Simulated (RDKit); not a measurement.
A run for RDKit: UFF on CH3FN2 (a complex), monomers drawn apart or pushed together.

```python
from rdkit import Chem
from rdkit.Chem import AllChem, rdDetermineBonds

blocks = [
'''2

N    -0.43196087    0.02126841   -0.04456278
N     0.49950556    0.05338491   -0.61087476
''',
'''5

C    -0.40954606   -0.51960541    3.12274367
F     0.80764324   -0.49325522    2.45030673
H    -1.20925271   -0.33543314    2.40493474
H    -0.53413314   -1.50058107    3.58294784
H    -0.40345203    0.25714501    3.88841137
''',
]
mol = None
for b in blocks:
    f = Chem.MolFromXYZBlock(b)
    rdDetermineBonds.DetermineBonds(f, charge=0)
    mol = f if mol is None else Chem.CombineMols(mol, f)
Chem.SanitizeMol(mol)
print(Chem.MolToSmiles(Chem.RemoveHs(mol)))
ff = AllChem.UFFGetMoleculeForceField(mol, vdwThresh=100.0, ignoreInterfragInteractions=False)
e = ff.CalcEnergy()
print(f'UFF energy {e:.6f} kcal/mol')
```

Program output:

```
CF.N#N
UFF energy 2.407577 kcal/mol
```

The run finished.

Cost: around 0.010 core-seconds (rough).
